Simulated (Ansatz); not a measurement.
One change: `FC[SiH3]` becomes `FC([SiH3])[SeH]`.

Ansatz, PBE0-D4/def2-TZVP geometries, multiplicity 1. Each molecule was computed in one conformer, which needn't be the lowest.

Scalar relativity is left out up to krypton.

| property | `FC[SiH3]` |
| --- | --- |
| HOMO energy (B3LYP/def2-TZVPP) / eV | -8.51 |
| HOMO–LUMO gap (PBE/def2-TZVPP) / eV | 6.90 |
| HOMO energy (PBE0/def2-TZVPP) / eV | -8.73 |
| size of the dipole moment (PBE/def2-TZVPP) / D | 1.44 |
| LUMO energy (PBE/def2-TZVPP) / eV | -0.31 |
| HOMO–LUMO gap (ωB97M-V/def2-TZVPP) / eV | 13.08 |

(1) What does the change do to each property? (Estimate.)

Answers

(1) The calculation gave: 
```tsv
property	`FC([SiH3])[SeH]`	shift
HOMO energy (B3LYP/def2-TZVPP) / eV	-6.93	1.58
HOMO–LUMO gap (PBE/def2-TZVPP) / eV	4.69	-2.21
HOMO energy (PBE0/def2-TZVPP) / eV	-7.17	1.56
size of the dipole moment (PBE/def2-TZVPP) / D	1.19	-0.25
LUMO energy (PBE/def2-TZVPP) / eV	-1.32	-1.01
HOMO–LUMO gap (ωB97M-V/def2-TZVPP) / eV	10.69	-2.39
```

With PBE0 the HOMO rises by 1.56 eV and the LUMO falls by 0.96 eV, so the gap narrows by about 2.52 eV. PBE moves the HOMO by 1.20 eV and ωB97M-V by 1.69 eV. Dipoles are sizes alone; their direction can turn.

B3LYP here is the variant with VWN-RPA as its local correlation; programs differ in this.

Spin–orbit coupling is left out; it splits and shifts lone-pair levels of the heavy atoms by tenths of an eV.
